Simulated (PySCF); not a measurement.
SCF from a fresh guess for singlet [Ru2F]+, at the PBE0 minimum. PySCF input:

```python
from pyscf import gto, scf, dft
mol = gto.M(atom='''
F     -1.397610    -0.000000     0.000000
Ru     0.130280     1.251240    -0.000000
Ru     0.130280    -1.251240    -0.000000''',
    basis={'F': 'def2-TZVP', 'Ru': 'def2-TZVP'},
    ecp={'Ru': 'def2-TZVP'},
    charge=1, spin=0)
mf = dft.RKS(mol, xc='PBE0')
mf.grids.atom_grid = (50, 194)
aux = {'F': 'def2-universal-JKFIT', 'Ru': 'def2-universal-JKFIT'}
mf = mf.density_fit(auxbasis=aux)
mf.conv_tol = 1e-08
mf.diis_space = 10
mf.max_cycle = 60
mf.init_guess = 'minao'
mf.verbose = 4
mf.kernel()
```

Excerpt of the output (cycles and frontier levels):

```
init E= -273.718038928093
  HOMO = -0.838229375010817  LUMO = -0.831440351719982  gap/eV = 0.18474
cycle= 1 E= -288.707392550847  delta_E=  -15  |g|= 1.44  |ddm|= 5.77
  HOMO = -0.202762559501067  LUMO = -0.184368314979663  gap/eV = 0.50053
cycle= 2 E= -287.240932461728  delta_E= 1.47  |g|= 2.73  |ddm|= 3.13
  HOMO = -0.464335726425176  LUMO = -0.416545472812879  gap/eV = 1.30044
cycle= 3 E= -289.046563461026  delta_E= -1.81  |g|= 0.471  |ddm|= 2.78
  HOMO = -0.415081485698775  LUMO = -0.363983324483336  gap/eV = 1.39045
cycle= 4 E= -289.070968106723  delta_E= -0.0244  |g|= 0.372  |ddm|= 0.363
  HOMO = -0.400806482071478  LUMO = -0.339404110684357  gap/eV = 1.67084
cycle= 5 E= -289.093461132139  delta_E= -0.0225  |g|= 0.0583  |ddm|= 0.218
  HOMO = -0.402686810109332  LUMO = -0.337743135781118  gap/eV = 1.76721
cycle= 6 E= -289.094976590793  delta_E= -0.00152  |g|= 0.0288  |ddm|= 0.0977
  HOMO = -0.406241880038964  LUMO = -0.3398634218667  gap/eV = 1.80625
... 12 lines left out ...
cycle= 13 E= -289.097239671798  delta_E= -8.71e-07  |g|= 0.000336  |ddm|= 0.00316
  HOMO = -0.406506157199848  LUMO = -0.342123252317525  gap/eV = 1.75195
cycle= 14 E= -289.097240411902  delta_E= -7.4e-07  |g|= 0.000335  |ddm|= 0.00539
  HOMO = -0.406599465474672  LUMO = -0.342126720374491  gap/eV = 1.75439
cycle= 15 E= -289.097240630634  delta_E= -2.19e-07  |g|= 0.000161  |ddm|= 0.00264
  HOMO = -0.406579196294111  LUMO = -0.342134821173438  gap/eV = 1.75362
cycle= 16 E= -289.097240639397  delta_E= -8.76e-09  |g|= 4.88e-05  |ddm|= 0.000604
  HOMO = -0.406574734169126  LUMO = -0.342132814692498  gap/eV = 1.75355
Extra cycle  E= -289.097240636415  delta_E= 2.98e-09  |g|= 0.000143  |ddm|= 0.000145
converged SCF energy = -289.097240636415
```

This is not the lowest solution: a stability analysis within the same restricted form found one 3.6 kJ/mol lower, at -289.09862 Eh.

At the minimum of this search the closed-shell solution is unstable towards spin polarisation, so a lower open-shell solution exists.

The search for the lowest solution, with the stability check, took 3.3 s on 4 threads of a shared AMD EPYC 9B45 (Zen 5) host, with 111 basis functions; the process peaked at 0.33 GiB.
